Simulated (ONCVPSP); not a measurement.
## u(r) = r·R(r): atom against pseudo-atom (silver (Ag))

Columns: radius, all-electron u(r) and pseudo u(r) of the 4p shell (level -96.76 eV) of silver in the configuration [Ar] 3d10 4s2 4p6 4d8; PBEsol, scalar-relativistic, ONCV scheme, ONCVPSP 4.0.1.

| r (bohr) | all-electron | pseudo |
| --- | --- | --- |
| 0.070 | 0.4095 | 0.0127 |
| 0.140 | -0.0054 | 0.0495 |
| 0.210 | -0.4920 | 0.1097 |
| 0.280 | -0.6243 | 0.1962 |
| 0.350 | -0.4509 | 0.3103 |
| 0.420 | -0.1213 | 0.4467 |
| 0.490 | 0.2414 | 0.5942 |
| 0.560 | 0.5660 | 0.7432 |
| 0.630 | 0.8204 | 0.8861 |
| 0.700 | 0.9976 | 1.0115 |
| 0.770 | 1.1033 | 1.1030 |
| 0.840 | 1.1489 | 1.1482 |
| 0.910 | 1.1485 | 1.1483 |
| 0.980 | 1.1143 | 1.1141 |
| 1.050 | 1.0573 | 1.0571 |
| 1.120 | 0.9862 | 0.9860 |
| 1.190 | 0.9076 | 0.9074 |
| 1.260 | 0.8262 | 0.8261 |
| 1.330 | 0.7456 | 0.7454 |
| 1.400 | 0.6679 | 0.6678 |
| 1.470 | 0.5948 | 0.5947 |
| 1.540 | 0.5269 | 0.5268 |
| 1.610 | 0.4646 | 0.4645 |
| 1.680 | 0.4081 | 0.4081 |
| 1.750 | 0.3574 | 0.3573 |
| 1.820 | 0.3119 | 0.3119 |

Q: How many radial nodes do the two functions have?

A: The all-electron 4p function has n − l − 1 = 2; the pseudo-wave has 0, since the states of the same l below it are removed with the core.

Q: At about which radius was the pseudo-wave matched?

A: 0.95 bohr, where the columns begin to agree (steps of 0.07 bohr).

Q: Is the pseudo-wave norm-conserving?

A: Yes: the ONCV scheme keeps the norm inside the radius equal to the all-electron one, which fixes the energy derivative of the logarithmic derivative at the level.
